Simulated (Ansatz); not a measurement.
`COB(C)O`, charge 0, multiplicity 1.

Question: Give a relaxed structure at PBE0-D4/def2-TZVP (Ansatz). (An estimate is asked.)

Answer: The calculation gave: 
Cartesian coordinates in Å:
```
C -0.4288 -1.6391 -0.1158
O -1.0819 -0.3938 -0.0401
B -0.3887 0.7817 0.0545
C 1.1774 0.8761 0.0672
O -1.1326 1.9220 0.1360
H 0.0536 -1.8928 0.8333
H 0.3274 -1.6531 -0.9064
H -1.1795 -2.3983 -0.3378
H 1.6011 0.5042 -0.8717
H 1.5155 1.9031 0.2049
H 1.6114 0.2613 0.8619
H -2.0748 1.7288 0.1141
```
This is one stationary point; other conformers may exist.
